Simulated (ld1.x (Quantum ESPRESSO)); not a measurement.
Transferability test, ultrasoft potential for aluminium

aluminium (Al), ultrasoft, made with ld1.x (Quantum ESPRESSO) 7.5 (BP86, non-relativistic). Core [Ne], reference 3s2 3p1. Waves: 3s (bound): rcut 1.45, rcutus 1.90 bohr; 3s channel at 0.15 Ry: rcut 1.45, rcutus 1.90 bohr; 3p (bound): rcut 2.55, rcutus 3.25 bohr; 3p channel at 3.2 Ry: rcut 2.55, rcutus 3.25 bohr. Local part: all-electron potential smoothed inside 1.50 bohr (lloc = -1). Core correction: none. Augmentation charge: built from norm-conserving waves at rcut, not smoothed further.

Energies are relative to the spin-unpolarised reference configuration 3s2 3p1; without spin polarisation the order of configurations can differ from experiment.

```
valence configuration  charge  ΔE all-electron (eV)  error AE − PS (meV)
              3s1 3p0      +2                25.203                  +30
            3s2 3p0.5    +0.5                 2.139                 -0.8
            3s2 3p1.3    -0.3                -0.607                 -0.4
              3s0 3p3       0                10.402                  +45
              3s1 3p2       0                 5.115                 +5.1
              3s1 3p1      +1                11.656                  -11
```

(1) What are ΔE and the potential's error for 3s2 3p0?

A Bessel basis up to 400 Ry misses an occupied level by 0.22 Ry, so cutoffs and ghosts were not judged.

Results:

(1) ΔE = 5.870 eV all-electron; the error (AE − PS) is +2.1 meV.

ld1.x printed “convergence not achieved” for 2 of the counted tests; their residual had stalled under 1e-8, short of the target of 1e-14.
